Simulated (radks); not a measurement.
The numbers below are computed, except where a source is named.
Excited configurations of the molybdenum ion Mo34+: one electron is placed in a higher orbital outside [He] 2s2 2p3. The ground configuration is [He] 2s2 2p4. Code: a radial shooting solver on a logarithmic mesh with Libxc functionals. Model: scalar-relativistic Kohn-Sham, PBE, spin-polarised, spherical densities, point nucleus; open shells are filled with parallel spins first (spin-orbit coupling, left out, can overturn this in heavy ions). Excitation = E - E(ground); binding = E(ion) - E, where the ion is the core of charge +35; n* = 35/sqrt(2 binding) in atomic units. These energies are relativistic, and a one-electron ion of charge +35 with no core already has n* below n in this formula (scalar-relativistic equation, point nucleus: 3s 2.975, 3p 2.986, 4s 3.973, 4f 3.997, 5f 4.996, 6s 5.971, 6p 5.982, 6d 5.991). The quantum defect is therefore taken as that value minus n*, so that it holds no relativistic shift of the bare ion.

[
 {"outer orbital": "3s", "excitation (eV)": "2566.8", "binding (eV)": "2062.1", "n*": "2.843", "quantum defect": "0.132", "eigenvalue (eV)": "-2033.1", "<r> (bohr)": "0.3478"},
 {"outer orbital": "3p", "excitation (eV)": "2641.1", "binding (eV)": "1987.8", "n*": "2.896", "quantum defect": "0.091", "eigenvalue (eV)": "-1956.8", "<r> (bohr)": "0.3326"},
 {"outer orbital": "4s", "excitation (eV)": "3496.8", "binding (eV)": "1132.2", "n*": "3.837", "quantum defect": "0.136", "eigenvalue (eV)": "-1117.8", "<r> (bohr)": "0.6329"},
 {"outer orbital": "4f", "excitation (eV)": "3580.6", "binding (eV)": "1048.3", "n*": "3.987", "quantum defect": "0.009", "eigenvalue (eV)": "-1029.3", "<r> (bohr)": "0.5092"},
 {"outer orbital": "5f", "excitation (eV)": "3955.2", "binding (eV)": "673.78", "n*": "4.974", "quantum defect": "0.022", "eigenvalue (eV)": "-663.47", "<r> (bohr)": "0.8902"},
 {"outer orbital": "6s", "excitation (eV)": "4137.9", "binding (eV)": "491.03", "n*": "5.826", "quantum defect": "0.145", "eigenvalue (eV)": "-485.45", "<r> (bohr)": "1.458"},
 {"outer orbital": "6p", "excitation (eV)": "4146.8", "binding (eV)": "482.14", "n*": "5.880", "quantum defect": "0.103", "eigenvalue (eV)": "-476.53", "<r> (bohr)": "1.457"},
 {"outer orbital": "6d", "excitation (eV)": "4155.3", "binding (eV)": "473.60", "n*": "5.932", "quantum defect": "0.059", "eigenvalue (eV)": "-467.58", "<r> (bohr)": "1.426"}
]

The Delta-SCF ionisation energy is 4628.9 eV (NIST Atomic Spectra Database: 4618 eV, semi-empirical). Self-interaction in the functional shifts the binding energies and quantum defects, so they are the method's values and not measured ones. Open shells are spherical and high-spin; term and fine-structure splittings are not resolved.
